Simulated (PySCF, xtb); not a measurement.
ZnBrI, SMILES [Br][Zn][I].

GFN2-xTB in xtb at its own geometry gives an orbital gap of 5.03 eV and a dipole moment of 0.62 D.

Coordinates come from a B3LYP-D3(BJ)/def2-SVP optimisation. The def2 effective core potentials stand for the cores of I; spin–orbit coupling is left out.

What does PBE0/def2-TZVPD (PySCF) give? (Estimate from the structure and the level; the computed values follow.)

gap 6.03 eV (levels -8.03 and -2.00 eV), dipole 0.57 D.
